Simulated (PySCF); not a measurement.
A calculated (B2PLYP, PySCF 2.14, dyall-av2z, no relativity, point nucleus) atom or ion has these occupied shells.

```csv
shell,electrons,orbital energy (eV),"rms radius, mean of both spins (bohr)"
1s α,1,-14077.3,0.0491
1s β,1,-14076.9,0.0491
2s α,1,-1897.9,0.203
2s β,1,-1897.7,0.203
2p α,3,-1717.9,0.179
2p β,3,-1717.4,0.179
3s α,1,-316.37,0.578
3s β,1,-315.65,0.578
3p α,3,-251.38,0.587
3p β,3,-250.44,0.587
3d α,5,-134.73,0.609
3d β,5,-134.12,0.609
4s α,1,-65.149,1.60
4s β,1,-58.345,1.60
4p α,3,-47.931,1.79
```

(1) Name the element and its charge.

Answers

(1) Kr³⁺ (krypton, charge +3), in [Ar] 3d10 4s2 4p3, high-spin 4S determinant.
